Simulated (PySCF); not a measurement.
3-chloro-1H-silole (C4H5ClSi), SMILES ClC1=C[SiH2]C=C1. The structure is a stationary point at r2SCAN-D4/def2-SVP.

Computed equilibrium geometry at r2SCAN-D4/def2-SVP (PySCF confirms it by a frequency run) as a Z-matrix, and its point group:
point group Cs.
```
C
C 1 1.3527
H 2 1.0911 1 122.46
C 1 1.4838 2 118.80 3 180.00
C 4 1.3524 1 115.75 2 0.00
H 5 1.0930 4 121.95 1 180.00
H 4 1.0958 5 125.31 6 0.00
Cl 1 1.7415 2 124.37 3 0.00
Si 2 1.8707 3 132.13 1 180.00
H 9 1.4943 2 113.82 3 62.48
H 9 1.4943 10 108.45 2 127.78
```
